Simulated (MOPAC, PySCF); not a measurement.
C₄H₈O, SMILES `COCC=C` (C–C–C–O torsion -130°, C–C–O–C torsion -177°), neutral singlet in the gas phase. 

Cartesian coordinates (Å):
SMILES: COCC=C
```xyz
13

C     -2.4537    -0.0357     0.2905
C     -1.3666    -0.2134    -0.4440
C      0.0086    -0.3268     0.1133
O      0.8616     0.5542    -0.5740
C      2.1898     0.4447    -0.1463
H     -2.3962     0.0677     1.3699
H     -3.4399     0.0109    -0.1562
H     -1.4425    -0.3038    -1.5249
H      0.3751    -1.3613    -0.0057
H      0.0049    -0.1064     1.1918
H      2.7833     1.1493    -0.7293
H      2.5825    -0.5699    -0.3054
H      2.2931     0.6906     0.9202
```
Charge 0, spin multiplicity 1.

All levels are single points at this geometry (PBE0-D4/def2-TZVP); Pople sets use spherical d functions. Orbital energies aren't observables, and empty levels follow the basis.

| level | HOMO (eV) | LUMO (eV) | gap (eV) | dipole (D) | vertical IE, Delta-SCF (eV) |
|---|---|---|---|---|---|
| B3LYP-D3(BJ)/def2-TZVP in PySCF | -7.16 | -0.11 | 7.06 | 1.18 | – |
| PBE-D3(BJ)/def2-TZVP in PySCF | -5.86 | -0.93 | 4.92 | 1.07 | – |
| PBE0-D4/def2-TZVP in PySCF | -7.38 | 0.14 | 7.52 | 1.17 | – |
| B3LYP/3-21G in PySCF | -6.52 | 0.55 | 7.06 | 1.33 | – |
| B3LYP/6-311+G** in PySCF | -7.19 | -0.22 | 6.97 | 1.35 | – |
| B3LYP/6-31G* in PySCF | -6.81 | 0.47 | 7.27 | 1.17 | 9.17 |
| BP86/6-31G* in PySCF | -5.58 | -0.53 | 5.05 | 1.08 | – |
| SVWN5/6-31G* in PySCF | -5.53 | -0.64 | 4.89 | 1.11 | 8.92 |
| HF/6-31G* in PySCF | -9.94 | 4.87 | 14.81 | 1.44 | 8.51 |
| HF/STO-3G in PySCF | -8.55 | 8.50 | 17.04 | 1.23 | – |
| AM1 in MOPAC | -10.21 | 1.17 | 11.38 | 1.40 | – |
| PM3 in MOPAC | -10.25 | 1.02 | 11.27 | 1.27 | – |
| PM6 in MOPAC | -9.73 | 0.92 | 10.66 | 1.93 | – |
